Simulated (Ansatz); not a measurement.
Ansatz (a program for electronic structure) input (CCSD(T)/aug-cc-pV(D+d)Z):
A basis named .json is the Basis Set Exchange file of that set.

Ansatz 0.2 input:
```yaml
crystal:
  periodic: [false, false, false]
  atoms:
    - {symbol: C, position_ang: [-1.14292731, -0.43366116, -0.38399818]}
    - {symbol: C, position_ang: [0.31687295, -0.38413993, -0.43013669]}
    - {symbol: Cl, position_ang: [1.22707064, -1.23002187, 0.74279937]}
    - {symbol: Cl, position_ang: [1.09180191, 0.89580546, -1.25535183]}
    - {symbol: Cl, position_ang: [-1.84664495, 0.71338407, 0.88397948]}
    - {symbol: H, position_ang: [-1.57723349, -0.11792118, -1.32719082]}
    - {symbol: H, position_ang: [-1.49430937, -1.42112242, -0.10225919]}
basis:
  gaussian:
    orbitals: aug-cc-pV_D+d_Z.json
magnetization: {spin_polarized: true, initial_magnetization: 1}
correlation: {method: ccsd_t, electrons: outside_noble_gas}
output: {forces: true}
```

End of the output:

```
integrals: 0.83 GiB planned
1546 factors; integrals over basis functions are off by at most 6.0e-4 eV
mean field: 1.54 GiB planned
mean field evaluation 1: about -39600.4249 eV, gradient 1.6e1 eV
mean field evaluation 2: about -39600.4699 eV, gradient 1.6e1 eV
mean field evaluation 4: about -39602.8140 eV, gradient 3.4e0 eV
mean field evaluation 8: about -39603.0139 eV, gradient 3.5e-1 eV
mean field evaluation 16: about -39603.0167 eV, gradient 2.5e-6 eV
mean field -39603.01673199 eV, -1455.3840210118 hartree, gradient 2.5e-6 eV, S^2 0.774629; 0 other end points of the search recorded, 0 dependent functions left out
17 core orbitals not correlated
reference -39603.01673199 eV, -1455.3840210118 hartree; 16, 15 occupied and 127, 128 virtual orbitals, 1546 factors
densities: 6.08 GiB planned
second order -19.43109151 eV of doubles, -0.00000000 eV of singles
coupled cluster: 3.44 GiB planned
cycle   1  -20.32388142 eV  change   -8.9e-1 eV  update   1.1e-1
cycle   2  -20.83392955 eV  change   -5.1e-1 eV  update   3.3e-2
cycle   3  -20.95833384 eV  change   -1.2e-1 eV  update   1.9e-2
cycle   4  -20.96050165 eV  change   -2.2e-3 eV  update   7.3e-3
cycle   5  -20.95952394 eV  change    9.8e-4 eV  update   3.4e-3
cycle   6  -20.95967844 eV  change   -1.5e-4 eV  update   1.1e-3
cycle   7  -20.95988008 eV  change   -2.0e-4 eV  update   4.1e-4
cycle   8  -20.95993708 eV  change   -5.7e-5 eV  update   1.8e-4
cycle   9  -20.95989818 eV  change    3.9e-5 eV  update   7.8e-5
cycle  10  -20.95986358 eV  change    3.5e-5 eV  update   3.3e-5
cycle  11  -20.95987820 eV  change   -1.5e-5 eV  update   1.7e-5
cycle  12  -20.95988504 eV  change   -6.8e-6 eV  update   8.0e-6
cycle  13  -20.95988890 eV  change   -3.9e-6 eV  update   3.6e-6
cycle  14  -20.95988824 eV  change    6.6e-7 eV  update   1.6e-6
perturbative correction -0.77728988 eV, -0.0285648763 hartree
the calculation of the forces begins
Total energy: -39624.75391011 eV, -1456.1828475738 hartree
Atom 0 at    -1.142927    -0.433661    -0.383998 Å, force    -0.445785     0.304011     0.353614 eV/Å
Atom 1 at     0.316873    -0.384140    -0.430137 Å, force     0.394126    -0.128942    -0.163862 eV/Å
Atom 2 at     1.227071    -1.230022     0.742799 Å, force     0.177601    -0.152628     0.279492 eV/Å
Atom 3 at     1.091802     0.895805    -1.255352 Å, force     0.148836     0.299426    -0.145413 eV/Å
Atom 4 at    -1.846645     0.713384     0.883979 Å, force     0.053013    -0.003973    -0.007816 eV/Å
Atom 5 at    -1.577233    -0.117921    -1.327191 Å, force    -0.183878     0.155087    -0.453181 eV/Å
Atom 6 at    -1.494309    -1.421122    -0.102259 Å, force    -0.143913    -0.472981     0.137165 eV/Å
Dipole moment:    -0.025094    -0.241055    -0.254759 e Å
```

It need not be the lowest isomer of its formula.
